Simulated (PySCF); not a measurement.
C₇H₁₀O.
SMILES with atom numbers: `[CH3:1][O:2][C:3]1=[CH:4][CH2:5][C:6]([CH3:7])=[CH:8]1` (hydrogens: H9, H10, H11 on C1; H12 on C4; H13, H14 on C5; H15, H16, H17 on C7; H18 on C8)

Computed with TDDFT CAM-B3LYP/def2-SVPD, vertical, gas phase, core orbitals frozen in the response in PySCF. The structure is a single GFN2-xTB conformer in the gas phase; no vibrational or solvent corrections. Torsions of this conformer, `[CH3:1][O:2][C:3]1=[CH:4][CH2:5][C:6]([CH3:7])=[CH:8]1`: C1–O2–C3–C4 0°.

Problem. List the vertical singlet excitations with oscillator strengths and describe the spectrum.

Solution. 

```json
{"state": "S1", "E (eV)": "5.04", "λ (nm)": "246.2", "f": "0.079", "symmetry": "A′", "main configurations (H = HOMO, L = LUMO)": "H→L (98%)"}
{"state": "S2", "E (eV)": "5.74", "λ (nm)": "216.0", "f": "0.0063", "symmetry": "A″", "main configurations (H = HOMO, L = LUMO)": "H→L+1 (87%)"}
{"state": "S3", "E (eV)": "6.27", "λ (nm)": "197.8", "f": "0.010", "symmetry": "A″", "main configurations (H = HOMO, L = LUMO)": "H→L+2 (88%)"}
{"state": "S4", "E (eV)": "6.48", "λ (nm)": "191.3", "f": "0.0008", "symmetry": "–", "main configurations (H = HOMO, L = LUMO)": "H→L+3 (74%), H→L+4 (12%)"}
{"state": "S5", "E (eV)": "6.75", "λ (nm)": "183.7", "f": "0.132", "symmetry": "A′", "main configurations (H = HOMO, L = LUMO)": "H-1→L (74%), H→L+7 (12%), H→L+9 (11%)"}
{"state": "S6", "E (eV)": "6.95", "λ (nm)": "178.5", "f": "0.0011", "symmetry": "–", "main configurations (H = HOMO, L = LUMO)": "H→L+4 (45%), H→L+5 (19%), H→L+3 (19%)"}
{"state": "S7", "E (eV)": "7.25", "λ (nm)": "171.1", "f": "0.0072", "symmetry": "A″", "main configurations (H = HOMO, L = LUMO)": "H→L+5 (56%), H→L+4 (27%), H→L+6 (9%)"}
{"state": "S8", "E (eV)": "7.39", "λ (nm)": "167.7", "f": "0.178", "symmetry": "A′", "main configurations (H = HOMO, L = LUMO)": "H→L+7 (82%), H-1→L (13%)"}
```

Triplets (Tamm–Dancoff): T1 3.21 eV, H→L (90%); T2 4.87 eV, H-1→L (62%), H→L+9 (18%), H→L+7 (8%); T3 5.66 eV, H→L+1 (84%), H→L+4 (9%).

The lowest singlet comes at 246 nm (486 kJ/mol) in the ultraviolet; it is of moderate strength; its leading configuration is HOMO→LUMO (98%). The most intense listed level is S8 at 7.39 eV (168 nm, f = 0.178), 2.36 eV above S1. It is the last of those listed, so stronger ones may follow. Löwdin shares by element: HOMO carbon 74% or more (atoms not listed hold the other 26%); LUMO carbon 65% or more (atoms not listed hold the other 35%). The listed states span 2.36 eV, and the widest gap between neighbours is 0.70 eV (S1 to S2). Of the 8 states listed, 4 reach f = 0.01 and none stays under 0.0005. The oscillator strengths of these states sum to 0.414; summed over the whole spectrum of an exact calculation they would give the number of electrons, 60 (Thomas–Reiche–Kuhn). No computed singlet lies in the visible range (380 to 750 nm); the lowest, at 246 nm, stands 1.77 eV above its violet end (3.26 eV); a Tamm–Dancoff triplet lies at 386 nm, without intensity as long as spin–orbit coupling is left out. Symmetry labels in Cs follow from the direction of the transition dipole and are given only for states with f of 0.002 or more. Only the lowest 8 singlets were computed, as vertical energies without vibronic structure.

Hardware: an AMD EPYC 9R45 with one thread, shared host. Cost: 41 s, 1.1 GiB resident at most.
